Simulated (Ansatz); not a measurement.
Al5As5⁻. Charge -1, multiplicity 2. Geometry r2SCAN-D4/def2-SVP.

```xyz
10

Al   -0.247    2.468    0.127
Al   -0.788    0.490    2.143
Al    0.469    0.946   -2.205
Al    0.216   -1.812   -1.461
Al    0.333   -1.950    1.327
As   -0.378   -0.768   -3.466
As    1.375    2.937   -1.447
As   -1.937    2.469    1.675
As    0.043   -1.170    3.503
As    0.914   -3.609   -0.196
```

The structure comes from a short search, and lower isomers may exist.

(1) Estimate the α-spin orbital energies around the gap (eV) in Ansatz with PBE-D4/def2-SVP, r2SCAN-D4/def2-SVP, PBE0-D4/def2-SVP.

Answers

(1) 
| orbital | PBE-D4/def2-SVP | r2SCAN-D4/def2-SVP | PBE0-D4/def2-SVP |
| --- | --- | --- | --- |
| HOMO−5 | -2.76 | -3.09 | -3.74 |
| HOMO−4 | -2.46 | -2.79 | -3.43 |
| HOMO−3 | -2.41 | -2.73 | -3.38 |
| HOMO−2 | -2.39 | -2.71 | -3.31 |
| HOMO−1 | -1.80 | -2.10 | -2.67 |
| HOMO | -1.26 | -1.59 | -2.01 |
| LUMO | -0.03 | -0.12 | 0.39 |
| LUMO+1 | 0.02 | -0.09 | 0.42 |
| LUMO+2 | 0.74 | 0.78 | 1.30 |
| LUMO+3 | 0.84 | 0.87 | 1.38 |
| LUMO+4 | 1.32 | 1.41 | 1.92 |
| LUMO+5 | 1.53 | 1.61 | 2.13 |
| β HOMO | -1.75 | -2.04 | -2.61 |
| β LUMO | -0.92 | -1.00 | -0.51 |
